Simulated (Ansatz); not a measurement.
Consider the formal loss of a carbene: `C[N](C)[ZnH]` → `[CH2]` (triplet) + `C[NH][ZnH]`.

Calculated with Ansatz (gas phase, PBE0-D4/def2-TZVP geometries, no zero-point term in ΔE). CCSD(T)/CBS adds triple-zeta CCSD(T) − MP2 to the extrapolated MP2 energy (def2 sets, frozen cores). This one scheme is used for every species. Functionals use def2-TZVPP. Triplets are unrestricted, without spin–orbit coupling. For Zn outer-core shells are correlated without core-valence functions, which leaves a few kJ/mol of doubt a bond. Scalar relativity is left out up to krypton.

```tsv
level	ΔE (kJ/mol)	difference from CCSD(T)/CBS
BLYP-D4	404.0	-1.5
B97M-V	408.9	3.4
PBE0-D4	405.2	-0.3
CAM-B3LYP-D4	405.0	-0.5
ωB97M-V	408.3	2.8
PBE	408.7	3.2
PBE0	399.0	-6.5
BHLYP	380.0	-25.5
CAM-B3LYP	398.8	-6.7
LC-ωPBE	392.4	-13.1
RPA@PBE/def2-TZVPP	392.7	-12.8
MP2/def2-SVP	409.3	3.8
CCSD/def2-SVP	392.5	-13.0
SCS-MP2/def2-TZVPP	409.6	4.1
HF/def2-QZVPP	257.0	-148.5
HF/CBS(def2)	257.0	-148.5
CCSD(T)/CBS	405.5	0
```

Largest T1 diagnostic among the species: 0.015.

From r2SCAN to r2SCAN0 (25 % exact exchange), in def2-TZVPP and without D4, ΔE moves by −5.9 kJ/mol. In def2-TZVPP, CCSD(T) changes the Hartree–Fock value by +139.7 kJ/mol (the triples alone add +12.3 kJ/mol) and MP2 by +151.8 kJ/mol. Leaving LDA and LC-ωPBE aside and taking each functional with its dispersion term where it has one, the values, not all of them listed here, spread over 37.5 kJ/mol, from r2SCAN0-D4 to ωB97X-V. LDA lies +77.0 kJ/mol from PBE without D4.
